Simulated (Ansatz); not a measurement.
```yaml
crystal:
  periodic: [false, false, false]
  atoms:
    - {symbol: Cd, position_ang: [-0.156358, -0.077756, 0.002427]}
    - {symbol: O, position_ang: [-0.285620, 0.042766, 1.951857]}
    - {symbol: H, position_ang: [-0.021120, 0.903601, 2.283963]}
    - {symbol: O, position_ang: [-0.186953, -0.277037, -1.944614]}
    - {symbol: H, position_ang: [0.650050, -0.591565, -2.293633]}
basis:
  gaussian: {orbitals: def2-mTZVPP, fitting: {mean_field: def2-universal-jkfit}, final_grid: {core_spheres: 5, valence_spheres: 4, degree: 11}}
hamiltonian: {xc: {name: wB97M-V}}
output: {forces: true}
```

```sh
$ ansatz run in.yaml --threads 4 --pin off --events-out ev --progress --plain --max-ram 3916MiB
```

It prints (some lines left out):

```
Functional definition: wB97M-V
  name "wB97M-V"
  cite "Mardirossian & Head-Gordon, J. Chem. Phys. 144, 214110 (2016) doi:10.1063/1.4952647"
  cite "Becke, J. Chem. Phys. 107, 8554 (1997) doi:10.1063/1.475007"
  cite "Vydrov & Van Voorhis, J. Chem. Phys. 133, 244103 (2010) doi:10.1063/1.3521275"
  # Of w^i u^j: cxij and so on, Table III.
  parameter omega = 0.3/bohr
  parameter cx = 0.15
  parameter cx01 = 1.007
  parameter cx10 = 0.259
  parameter css00 = 0.443
  parameter css04 = -1.437
  parameter css10 = -4.535
  parameter css20 = -3.390
  parameter css43 = 4.278
  parameter cos00 = 1.000
  parameter cos10 = 1.358
  parameter cos20 = 2.924
  parameter cos21 = -8.812
  parameter cos60 = -1.390
  parameter cos61 = 9.142
  parameter b = 6.0
  parameter c = 0.01
  gx(w, u) = 1 - cx + cx01*u + cx10*w
  gss(w, u) = css00 + css04*u^4 + css10*w + css20*w^2 + css43*w^4*u^3
  gos(w, u) = cos00 + cos10*w + (cos20 + cos21*u)*w^2 + (cos60 + cos61*u)*w^6
  exchange = spin_sum(e_x_unif_sr(omega)*gx(b97_w, b97_u_x)) + cx*exact_x_sr(omega) + exact_x_lr(omega)
  correlation = spin_sum(e_c_pw_mod_same_spin*gss(b97_w, b97_u_same))
      + integral(e_c_pw_mod_opposite_spin*gos(b97_w_opposite, b97_u_opposite)) + vv10(b, c)
445 factors; integrals over basis functions are off by at most 8.8e-1 eV
445 factors; integrals over basis functions are off by at most 2.0e-5 eV
mean field evaluation 1: about -8682.5127 eV, gradient 6.9e1 eV
mean field evaluation 2: about -8675.8435 eV, gradient 9.5e1 eV
mean field evaluation 4: about -8690.6469 eV, gradient 7.1e-1 eV
mean field evaluation 8: about -8690.6592 eV, gradient 4.2e-2 eV
mean field evaluation 16: about -8690.6592 eV, gradient 2.9e-5 eV
mean field -8690.65923176 eV, -319.3758360269 hartree, gradient 2.9e-5 eV, S^2 0.000000; 0 other end points of the search recorded, 0 dependent functions left out
the calculation of the forces begins
reference -8690.65927709 eV, -319.3758376925 hartree; 19, 19 occupied and 72, 72 virtual orbitals, 445 factors
Total energy: -8690.65927709 eV, -319.3758376925 hartree
Atom 0 at    -0.156358    -0.077756     0.002427 Å, force    -0.023230    -0.006395    -0.000448 eV/Å
Atom 1 at    -0.285620     0.042766     1.951857 Å, force    -0.027883    -0.057699     0.206841 eV/Å
Atom 2 at    -0.021120     0.903601     2.283963 Å, force     0.020093     0.109748     0.119202 eV/Å
Atom 3 at    -0.186953    -0.277037    -1.944614 Å, force    -0.064729     0.006481    -0.204119 eV/Å
Atom 4 at     0.650050    -0.591565    -2.293633 Å, force     0.095749    -0.052135    -0.121477 eV/Å
Dipole moment:     0.342385     0.169666    -0.005263 e Å
```

Run time 1.4 s (4 threads of Arm Neoverse V1 on a shared host).

In the def2 sets Cd takes a core potential; there is no spin–orbit coupling.
